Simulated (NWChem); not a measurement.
**What each level costs for diphosphane (H4P2)**

SMILES: PP
```xyz
6

P      1.0086     0.5217     0.0000
P     -1.0086    -0.5217     0.0000
H      1.5409    -0.3163     1.0313
H      1.5409    -0.3163    -1.0313
H     -1.5409     0.3163     1.0313
H     -1.5409     0.3163    -1.0313
```
Charge 0, spin multiplicity 1.

All runs are NWChem calculations. Structure: optimised with B3LYP/def2-SVP, a minimum by its harmonic frequencies. It is one conformer; others weren't searched.

Basis set: def2-TZVP (98 functions). Each entry is one whole single-point run; the coupled-cluster runs use the TCE module, and the SCF and DFT modules converge to different thresholds.

The correlated methods keep 10 core orbitals frozen. B3LYP has NWChem's definition, with VWN1-RPA local correlation. GW and range-separated runs recompute their integrals, the others keep them in memory, which bears on the times.

Task: Roughly how much processor time does each of these take, relative to RHF: MP2, B2PLYP, PBE, B3LYP, LC-wPBE (omega 0.3 per bohr), CR-CCSD(T)?

Result: B3LYP about the same, within a factor of 3; PBE about the same, within a factor of 3; MP2 about the same, within a factor of 3; B2PLYP about the same, within a factor of 3; LC-wPBE (omega 0.3 per bohr) about 10; CR-CCSD(T) about 20 (rough ratios from shared machines).
